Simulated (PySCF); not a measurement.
Two-dimensional NMR puzzle

Compound of formula C5H11FOSi. Correlations simulated from computed shifts and the bond graph:

HSQC (one-bond C–H):
| δH | δC |
| --- | --- |
| 7.23 | 164.1 |
| 3.95 | 70.9 |
| 2.29 | 37.1 |
| 0.26 | -2.7 |

COSY cross peaks (H two or three bonds apart, from the bond graph; peaks can be absent where the dihedral angle is near 90°):
| δH | δH |
| --- | --- |
| 4.61 | 0.26 |
| 3.95 | 2.29 |

HMBC (two and three bonds, from the bond graph):
| δH | δC |
| --- | --- |
| 7.23 | 122.8, 37.1 |
| 4.61 | 164.1, 122.8, 37.1, -2.7 |
| 3.95 | 122.8, 37.1 |
| 2.29 | 164.1, 122.8, 70.9 |
| 0.26 | 122.8 |

Carbons without hydrogens: δ 122.8.

Calculated, not measured (PySCF): PBE0/pcSseg-1 with gauge-including orbitals, coordinates at the GFN2-xTB level. Single conformer, equivalent nuclei averaged, gas phase, no relativistic terms.

Chemical shifts δ = σref − σ; ¹H (31.72 ppm) and ¹³C (186.93 ppm) against TMS, all at this level.

Exchangeable hydrogens are left out of these lists.

Which molecule is this?

## Answers

SMILES F/C=C(\[SiH2]C)CCO.

Atoms are numbered as in `[CH3:1][SiH2:2]/[C:3](=[CH:4]\[F:5])[CH2:6][CH2:7][OH:8]` (H(Xn): hydrogen on atom n).

- δC 164.1 is C4, an alkene CH (δH 7.23).
- δC 122.8 is C3, a fully substituted alkene carbon.
- δC 70.9 is C7, an sp3 CH2 bonded to O (δH 3.95).
- δC 37.1 is C6, an allylic sp3 CH2 (δH 2.29).
- δC -2.7 is C1, a methyl carbon bonded to Si (δH 0.26).
- HMBC from δH 7.23 reaches the proton-free carbon C3.
- HMBC from δH 4.61 reaches the proton-free carbon C3.
- HMBC from δH 3.95 reaches the proton-free carbon C3.
- HMBC from δH 2.29 reaches the proton-free carbon C3.
- COSY links 4.61–0.26, 3.95–2.29.

The data come from this structure; uniqueness wasn't tested.

OH/NH shifts are gas-phase values; hydrogen bonding in solution moves them, usually downfield. Shifts are as computed. Against solution values, carbons near 30 ppm lie about +3 ppm off and those near 130 ppm about +5 ppm. Of 1211 compounds with measured shifts, 218 miss one by over three times the rms of a fit or turn the order of signals round; such compounds aren't used in these exercises.
